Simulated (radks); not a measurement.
Neutral hydrogen, configuration 2p1 (not the ground configuration).

Calculated with a radial shooting solver on a logarithmic mesh with Libxc functionals: scalar-relativistic Kohn-Sham, PBE, spin-polarised, spherical densities, finite nucleus; open shells are filled with parallel spins first; Gaussian nuclear charge, rms radius 0.8783 fm.

Energy parts (eV):
| part | energy |
|---|---|
| total | -3.489 |
| kinetic | 3.391 |
| electron-nucleus | -6.788 |
| Hartree | 2.487 |
| exchange-correlation | -2.580 |

Orbitals (lengths in bohr, moments of r in powers of bohr; <r^-3> diverges for s and p1/2):
| orbital | occ. | eigenvalue (eV) | <r^-3> | <1/r> |
|---|---|---|---|---|
| 2p up | 1 | -1.7511 | 0.03940 | 0.2495 |

The highest occupied level is 2p up at -1.751 eV. The electron density at the nucleus is 5.852e-15 e/bohr^3 (large components only). Summed over all electrons, <r^2> = 29.66 bohr^2, which gives a Langevin (diamagnetic) susceptibility term of -23.5 x 10^-6 cm^3/mol.

Run on one thread of a shared host, so times are rough (Arm Neoverse V2): 0.03 s of CPU time, 0.03 s wall, 13 iterations on 2208 mesh points.
